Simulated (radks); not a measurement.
Values are calculated unless marked as measured or tabulated.
Question: The gallium ion Ga2+, [Ar] 3d10 4s1. Code: a radial shooting solver on a logarithmic mesh with Libxc functionals. Model: non-relativistic Kohn-Sham, exchange-only B88, spin-polarised, spherical densities, point nucleus. Every spin shell is full or empty, so the densities are truly spherical. Functionals are evaluated on that one density, not self-consistently. Rank these orbital-free kinetic functionals by their error against the exact value of the orbitals, and give that value: Thomas-Fermi, von Weizsacker, TF + vW/9, TF + vW/5, Perdew 92, Thakkar, Pearson, LKT, DePristo-Kress.

Answer: Exact: 1922.56 hartree. From best to worst, with 100 (|E| - |E exact|)/|E exact| (equal figures are ties): DePristo-Kress -0.17, Thakkar -0.54, Perdew 92 -0.83, TF + vW/9 -0.84, Pearson -1.26, TF + vW/5 +3.50, Thomas-Fermi -6.27, LKT +23.08, von Weizsacker -51.17.
